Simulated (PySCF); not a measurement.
Order these species by their calculated properties.

Each SMILES stands for a single optimised conformer of the isolated species (atoms past krypton carry core potentials, spin–orbit coupling is left out). Electronic properties by PySCF.

The conformers computed, where there is a choice (atom-mapped SMILES and torsion angles):
- `[NH2:1][CH2:2][SiH2:3][CH:4]=[O:5]`: N1–C2–Si3–C4 -60°, C2–Si3–C4–O5 -157°, H–N1–C2–Si3 170°, H–N1–C2–Si3 -70°
- `[CH2:1]=[CH:2]/[C:3]([C:4]#[C:5][CH3:6])=[CH:7]\[CH2:8][CH3:9]`: C1–C2–C3–C4 0°, C3–C7–C8–C9 108°
- `[CH3:1][CH2:2][CH2:3][c:4]1[cH:5][cH:6][cH:7][cH:8][cH:9]1`: C1–C2–C3–C4 -63°, C2–C3–C4–C5 100°
- `[CH3:1]/[CH:2]=[C:3](/[F:4])[CH2:5][O:6][CH2:7][CH3:8]`: C2–C3–C5–O6 26°, C3–C5–O6–C7 73°, C5–O6–C7–C8 179°
- `[CH3:1][CH2:2][c:3]1[cH:4][cH:5][c:6]([CH3:7])[cH:8][cH:9]1`: C1–C2–C3–C4 84°

The conformers of `B[C@H]1CC=CCCC1` and `C=CBC1CCCC1` aren't listed.

Task: Rank by static isotropic polarisability, highest first (B3LYP/def2-SVPD at PBE0-D3(BJ)/def2-SVP geometries).
A. `C([SiH2]C=O)N`
B. `B[C@H]1CC=CCCC1`
C. `Clc1cccc(C#N)c1`
D. `C=C/C(C#CC)=C\CC`
E. `C/C=C(/F)COCC`
F. `C(c1ccccc1)CC`
G. `[Cl][Ge]([Cl])([Cl])[I]`

Result: D (121.5 au), G (107.5 au), F (105.5 au), C (101.0 au), B (95.0 au), E (80.6 au), A (66.3 au).

Task: Give the two extremes of that set as polarisability volumes in Å³.

Result: `NC[SiH2]C=O`: 9.82 Å³; `C=C/C(C#CC)=C\CC`: 18.01 Å³.

Task: Rank by HOMO energy, highest first (B3LYP/def2-SVPD at PBE0-D3(BJ)/def2-SVP geometries).
A. `[I][Ge]([Cl])([Cl])[Cl]`
B. `c1c(ccc(CC)c1)C`
C. `C=CBC1CCCC1`
D. `c1(C#N)cc(ccc1)Cl`

Result: B (-6.48 eV), D (-7.61 eV), C (-7.93 eV), A (-8.22 eV).

Task: By how much do the two ends of that ranking differ?

Result: By 1.74 eV, between `CCc1ccc(C)cc1` and `[Cl][Ge]([Cl])([Cl])[I]`.

Task: Rank by HOMO–LUMO gap, highest first (B3LYP/def2-SVPD at PBE0-D3(BJ)/def2-SVP geometries).
A. `C/C=C(/F)COCC`
B. `[Cl][Ge]([Cl])([Cl])[I]`
C. `CCC1=CC=C(C)C=C1`
D. `B[C@H]1CC=CCCC1`
E. `CP1CC1`
F. `CCCc1ccccc1`
G. `C(C)#C/C(C=C)=C/CC`

Result: E (7.31 eV), A (6.92 eV), F (6.34 eV), C (6.09 eV), D (5.38 eV), B (4.99 eV), G (4.85 eV).

Task: By how much do the two ends of that ranking differ?

Result: By 2.46 eV, between `CP1CC1` and `C=C/C(C#CC)=C\CC`.

Task: Rank by vertical ionisation energy, lowest first (ΔSCF B3LYP/def2-SVPD at PBE0-D3(BJ)/def2-SVP geometries).
A. `N#Cc1cccc(Cl)c1`
B. `CP1CC1`
C. `C=C/C(C#CC)=C\CC`
D. `C=CBC1CCCC1`
E. `[Cl][Ge]([I])([Cl])[Cl]`

Result: C (7.85 eV), B (9.22 eV), A (9.54 eV), D (9.87 eV), E (10.46 eV).

Task: Give the two extremes of that set in kJ/mol.

Result: `C=C/C(C#CC)=C\CC`: 758 kJ/mol; `[Cl][Ge]([Cl])([Cl])[I]`: 1009 kJ/mol.

Task: Rank by electronic spatial extent ⟨r²⟩ about the centre of nuclear charge, lowest first (B3LYP/def2-SVPD at PBE0-D3(BJ)/def2-SVP geometries).
A. `NC[SiH2]C=O`
B. `CP1CC1`
C. `N#Cc1cccc(Cl)c1`
D. `c1ccccc1CCC`
E. `C=C/C(C#CC)=C\CC`
F. `C/C=C(/F)COCC`
G. `c1(C)ccc(CC)cc1`

Result: B (372 bohr²), A (688 bohr²), F (1200 bohr²), D (1354 bohr²), G (1481 bohr²), C (1523 bohr²), E (1850 bohr²).

Task: Give the two extremes of that set in Å².

Result: `CP1CC1`: 104 Å²; `C=C/C(C#CC)=C\CC`: 518 Å².

Task: Rank by lowest triplet excitation (Tamm–Dancoff), lowest first (TDA B3LYP/def2-SVPD at PBE0-D3(BJ)/def2-SVP geometries).
A. `NC[SiH2]C=O`
B. `C=CBC1CCCC1`
C. `[Cl][Ge]([Cl])([Cl])[I]`
D. `CCc1ccc(C)cc1`
E. `B[C@H]1CC=CCCC1`
F. `C=C/C(C#CC)=C\CC`

Result: A (2.48 eV), F (2.85 eV), C (3.61 eV), B (3.73 eV), D (4.02 eV), E (4.14 eV).
